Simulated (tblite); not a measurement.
Species: C₂H₇OSSi (doublet state).
SMILES with atom numbers: `[SiH3:1][O:2][CH2:3][CH:4][SH:5]` (hydrogens: H6, H7, H8 on Si1; H9, H10 on C3; H11 on C4; H12 on S5)

Computed with GFN2-xTB (tblite), gas phase: L-BFGS steps from a force-field or distance-geometry start until the largest atomic force falls under 0.01 eV/Å.

Step 24: E = -459.1100 eV
```
atom  x, y, z in Å  |  force x, y, z in eV/Å
Si1     1.6762    1.0824    0.0459   -0.024  -0.007  -0.015
O2      0.2071    0.4163    0.2405   -0.006  -0.025   0.059
C3     -0.2445   -0.8227   -0.2160   -0.047   0.007  -0.010
C4     -1.6260   -1.1106    0.2585   -0.008   0.019   0.005
S5     -2.6228    0.1162    0.9216    0.025   0.004  -0.021
H6      1.9707    1.2473   -1.3790   -0.002   0.049  -0.025
H7      1.4543    2.3285    0.7676    0.004  -0.085  -0.040
H8      2.7107    0.2133    0.6090    0.015   0.012   0.055
H9     -0.1916   -0.8431   -1.3186   -0.068   0.035  -0.085
H10     0.4313   -1.6231    0.1237    0.025  -0.016   0.086
H11    -2.1409   -1.9859   -0.0909    0.074   0.014   0.002
H12    -1.6232    0.9806    1.0999    0.012  -0.008  -0.010
```

Step 25: E = -459.1111 eV
```
atom  x, y, z in Å  |  force x, y, z in eV/Å
Si1     1.6781    1.0825    0.0447   -0.042  -0.035  -0.017
O2      0.2093    0.4158    0.2407   -0.024  -0.061   0.037
C3     -0.2442   -0.8231   -0.2164   -0.046  -0.024  -0.014
C4     -1.6262   -1.1113    0.2602    0.009   0.031  -0.003
S5     -2.6218    0.1190    0.9203    0.031  -0.011  -0.027
H6      1.9703    1.2511   -1.3797    0.006   0.043  -0.028
H7      1.4500    2.3243    0.7673    0.007  -0.039  -0.019
H8      2.7112    0.2153    0.6125    0.024   0.009   0.045
H9     -0.1956   -0.8423   -1.3215   -0.049   0.027  -0.012
H10     0.4315   -1.6256    0.1258   -0.010   0.034   0.038
H11    -2.1420   -1.9863   -0.0904    0.082   0.032   0.008
H12    -1.6195    0.9801    1.0988    0.012  -0.005  -0.009
```

Problem. Estimate the geometry and energy of step 26. (The exact step hangs on the optimiser's Hessian estimate; all steps are aligned on step 25, rigid shifts and turns removed.)

Solution. E = -459.1120 eV, largest force 0.076 eV/Å
```
atom  x, y, z in Å  |  force x, y, z in eV/Å
Si1     1.6785    1.0818    0.0436   -0.039  -0.058  -0.018
O2      0.2105    0.4137    0.2415   -0.025  -0.069   0.014
C3     -0.2447   -0.8243   -0.2173   -0.025  -0.034  -0.011
C4     -1.6261   -1.1113    0.2619    0.018   0.030  -0.008
S5     -2.6200    0.1218    0.9187    0.023  -0.012  -0.024
H6      1.9708    1.2550   -1.3805    0.005   0.033  -0.020
H7      1.4450    2.3201    0.7671    0.009  -0.004  -0.002
H8      2.7124    0.2175    0.6156    0.019   0.012   0.032
H9     -0.1999   -0.8416   -1.3241   -0.030   0.017   0.043
H10     0.4316   -1.6272    0.1277   -0.038   0.059  -0.006
H11    -2.1416   -1.9860   -0.0897    0.070   0.028   0.010
H12    -1.6155    0.9799    1.0977    0.012  -0.002  -0.008
```

The energy changes by -0.0009 eV. The first-order estimate −F·Δx gives -0.0012 eV and the mean of the old and new forces, exact on a quadratic surface, -0.0009 eV. The step makes an angle of 60° with the force vector and moves no atom by more than 0.007 Å.

What follows is the cost of the whole relaxation. Time: 0.28 s. Hardware: one thread, Arm Neoverse V2 (aarch64) (shared host).
